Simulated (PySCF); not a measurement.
SMILES s1c([Si](F)(F)F)ccc1C (C5H5F3SSi) (GFN2-xTB optimised geometry):

```
15

C     -1.627    -2.563     0.001
C     -0.706    -1.397     0.000
C      0.658    -1.397     0.000
C      1.212    -0.105     0.000
C      0.275     0.894    -0.001
Si     0.562     2.717     0.002
F     -0.032     3.489    -1.252
F      2.108     3.075     0.016
F     -0.055     3.488     1.245
S     -1.329     0.215    -0.001
H     -2.269    -2.544     0.881
H     -2.269    -2.546    -0.879
H     -1.057    -3.489     0.002
H      1.247    -2.297     0.000
H      2.269     0.092     0.000
```

Computed with CAM-B3LYP/def2-TZVP (PySCF).

Task: What are the frontier orbital energies and the dipole moment?

Result: HOMO-2 -11.49 eV, HOMO-1 -9.01 eV, HOMO -8.54 eV, LUMO -0.29 eV, LUMO+1 1.23 eV; dipole moment 4.48 D.

Meta-Löwdin charges at CAM-B3LYP/def2-TZVP: C1 -0.34, C2 -0.08, C3 -0.17, C4 -0.10, C5 -0.44, Si6 1.65, F7 -0.49, F8 -0.49, F9 -0.49, S10 0.29, H11 0.13, H12 0.13, H13 0.13, H14 0.13, H15 0.14.
